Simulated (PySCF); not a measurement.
HCl3HfO, singlet, at a GFN2-xTB geometry (such geometries of metal compounds can be far from the true shape) (core potentials on Cl, Hf); DF-R2SCAN/LANL2DZ (PySCF).

The PySCF input:
```python
from pyscf import gto, scf, dft

mol = gto.Mole()
mol.atom = '''
    Hf   -0.149257    0.140340    0.031307
    Cl    1.679986    1.133706   -0.804675
    Cl    0.562393   -0.679294    1.994347
    Cl   -0.648783   -1.605013   -1.298656
    O    -1.726269    1.075959    0.007662
    H    -2.534472    0.848031   -0.462672
'''
mol.basis = 'lanl2dz'
mol.ecp = {'Cl': 'lanl2dz', 'Hf': 'lanl2dz'}
mol.charge = 0
mol.spin = 0
mol.verbose = 4
mol.build()

mf = dft.RKS(mol)
mf.xc = 'r2scan'
mf = mf.density_fit(auxbasis='def2-universal-jkfit')
mf.kernel()
mf.analyze()
```

The log (banner, timings and long lists left out):

```
PySCF version 2.14.0

[INPUT] verbose = 4
[INPUT] num. atoms = 6
[INPUT] num. electrons = 42
[INPUT] charge = 0
[INPUT] spin (= nelec alpha-beta = 2S) = 0
[INPUT] symmetry False subgroup None
[INPUT] Mole.unit = angstrom
[INPUT] Symbol           X                Y                Z      unit          X                Y                Z       unit  Magmom
[INPUT]  1 Hf    -0.149257000000   0.140340000000   0.031307000000 AA   -0.282054852174   0.265204164321   0.059161655782 Bohr   0.0
[INPUT]  2 Cl     1.679986000000   1.133706000000  -0.804675000000 AA    3.174713433104   2.142393845776  -1.520615369284 Bohr   0.0
[INPUT]  3 Cl     0.562393000000  -0.679294000000   1.994347000000 AA    1.062768744373  -1.283679618060   3.768769627348 Bohr   0.0
[INPUT]  4 Cl    -0.648783000000  -1.605013000000  -1.298656000000 AA   -1.226022184274  -3.033034996367  -2.454104170023 Bohr   0.0
[INPUT]  5 O     -1.726269000000   1.075959000000   0.007662000000 AA   -3.262175627327   2.033267831261   0.014479081566 Bohr   0.0
[INPUT]  6 H     -2.534472000000   0.848031000000  -0.462672000000 AA   -4.789457950379   1.602546335141  -0.874323365505 Bohr   0.0

nuclear repulsion = 144.824019494509
number of shells = 26
number of NR pGTOs = 103
number of NR cGTOs = 57
basis = lanl2dz
ecp = {'Cl': 'lanl2dz', 'Hf': 'lanl2dz'}

******** <class 'pyscf.df.df_jk.DFRKS'> ********
method = DFRKS
initial guess = minao
damping factor = 0
level_shift factor = 0
DIIS = <class 'pyscf.scf.diis.CDIIS'>
diis_start_cycle = 1
diis_space = 8
diis_damp = 0
SCF conv_tol = 1e-09
SCF conv_tol_grad = None
SCF max_cycles = 50
direct_scf = False
XC library pyscf.dft.libxc version 7.1.2
    S. Lehtola, C. Steigemann, M. J. T. Oliveira, and M. A. L. Marques,  SoftwareX 7, 1–5 (2018)
XC functionals = r2scan
    J. W. Furness, A. D. Kaplan, J. Ning, J. P. Perdew, and J. Sun,  J. Phys. Chem. Lett. 11, 8208–8215 (2020)
    J. W. Furness, A. D. Kaplan, J. Ning, J. P. Perdew, and J. Sun,  J. Phys. Chem. Lett. 11, 9248–9248 (2020)
    J. W. Furness, A. D. Kaplan, J. Ning, J. P. Perdew, and J. Sun,  J. Phys. Chem. Lett. 11, 8208–8215 (2020)
    J. W. Furness, A. D. Kaplan, J. Ning, J. P. Perdew, and J. Sun,  J. Phys. Chem. Lett. 11, 9248–9248 (2020)
radial grids:
    Treutler-Ahlrichs [JCP 102, 346 (1995); DOI:10.1063/1.469408] (M4) radial grids

becke partition: Becke, JCP 88, 2547 (1988); DOI:10.1063/1.454033
pruning grids: <function nwchem_prune>
grids dens level: 3
symmetrized grids: False
atomic radii adjust function: <function treutler_atomic_radii_adjust>
small_rho_cutoff = 0
Set gradient conv threshold to 3.16228e-05
Initial guess from minao.
tot grids = 104328
init E= -165.632852478527

WARN: HOMO 0.0753398234424688 == LUMO 0.0761157530657049

cycle= 1 E= -165.643975918288  delta_E= -0.0111  |g|= 3.01  |ddm|= 8.01
  HOMO = -0.515072288899386  LUMO = -0.499094900164993  gap/eV = 0.43477
cycle= 2 E= -150.654450436465  delta_E=   15  |g|= 4.51  |ddm|= 8.66
  HOMO = -0.456990789410763  LUMO = -0.241037540283472  gap/eV = 5.87639
cycle= 3 E= -168.506308767353  delta_E= -17.9  |g|= 2.26  |ddm|= 6.06
  HOMO = -0.334879608818593  LUMO = -0.128269010402899  gap/eV = 5.62216
cycle= 4 E= -169.748884135915  delta_E= -1.24  |g|= 0.665  |ddm|= 1.52
  HOMO = -0.306361853545766  LUMO = -0.0354009013316104  gap/eV = 7.37322
cycle= 5 E= -169.829310113873  delta_E= -0.0804  |g|= 0.323  |ddm|= 0.58
  HOMO = -0.312508854931049  LUMO = -0.0996219190261562  gap/eV = 5.79295
cycle= 6 E= -169.85181640794  delta_E= -0.0225  |g|= 0.238  |ddm|= 0.45
  HOMO = -0.316039523149091  LUMO = -0.0861058093318409  gap/eV = 6.25682
cycle= 7 E= -169.865802772615  delta_E= -0.014  |g|= 0.0554  |ddm|= 0.182
  HOMO = -0.319029816522267  LUMO = -0.0891215439853812  gap/eV = 6.25612
cycle= 8 E= -169.866570227147  delta_E= -0.000767  |g|= 0.0177  |ddm|= 0.058
  HOMO = -0.318247301716209  LUMO = -0.0888536579037231  gap/eV = 6.24212
cycle= 9 E= -169.866635620461  delta_E= -6.54e-05  |g|= 0.0059  |ddm|= 0.0198
  HOMO = -0.318528469854655  LUMO = -0.0886002932615407  gap/eV = 6.25666
cycle= 10 E= -169.866648574523  delta_E= -1.3e-05  |g|= 0.00157  |ddm|= 0.00748
  HOMO = -0.318526537752745  LUMO = -0.0886810345395201  gap/eV = 6.25441
cycle= 11 E= -169.866649204088  delta_E= -6.3e-07  |g|= 4.83e-05  |ddm|= 0.00141
  HOMO = -0.318525212480236  LUMO = -0.0886809555136922  gap/eV = 6.25438
cycle= 12 E= -169.866649204836  delta_E= -7.47e-10  |g|= 7e-06  |ddm|= 6.44e-05
  HOMO = -0.318526137223366  LUMO = -0.0886815159375947  gap/eV = 6.25439
Extra cycle  E= -169.866649204837  delta_E= -1.19e-12  |g|= 6.56e-06  |ddm|= 1.36e-05
converged SCF energy = -169.866649204837
**** SCF Summaries ****
Total Energy =                        -169.866649204836762
Nuclear Repulsion Energy =             144.824019494509429
One-electron Energy =                 -546.464901014046859
Two-electron Energy =                  231.774232314700669
Two-electron Coulomb Energy =          255.566076562151096
DFT Exchange-Correlation Energy =      -23.791844247450413
HOMO-LUMO gap [eV] =                     6.254390714427835
**** MO energy ****
MO #1   energy= -19.0136592884063  occ= 2
MO #2   energy= -2.5845521334921   occ= 2
MO #3   energy= -1.44604231328137  occ= 2
MO #4   energy= -1.44106409523841  occ= 2
MO #5   energy= -1.43843618143368  occ= 2
MO #6   energy= -0.996035645651038 occ= 2
MO #7   energy= -0.805731797071546 occ= 2
MO #8   energy= -0.79413445401651  occ= 2
MO #9   energy= -0.790647942822598 occ= 2
MO #10  energy= -0.522059609475583 occ= 2
MO #11  energy= -0.391328751422645 occ= 2
MO #12  energy= -0.388422914022192 occ= 2
MO #13  energy= -0.385695346571714 occ= 2
MO #14  energy= -0.372944418028085 occ= 2
MO #15  energy= -0.368704348855333 occ= 2
MO #16  energy= -0.353817107782855 occ= 2
MO #17  energy= -0.346809350553519 occ= 2
MO #18  energy= -0.343621223663772 occ= 2
MO #19  energy= -0.325776713353729 occ= 2
MO #20  energy= -0.324277569063594 occ= 2
MO #21  energy= -0.318526137223366 occ= 2
MO #22  energy= -0.0886815159375947 occ= 0
MO #23  energy= -0.0838083865009873 occ= 0
MO #24  energy= -0.0681429608878865 occ= 0
MO #25  energy= -0.0414354605879801 occ= 0
MO #26  energy= -0.0305256414275252 occ= 0
MO #27  energy= -0.004225731814536 occ= 0
MO #28  energy= 0.0312242461517744 occ= 0
MO #29  energy= 0.0420636201069018 occ= 0
Dipole moment(X, Y, Z, Debye): -3.10383,  0.89468, -0.65994
```
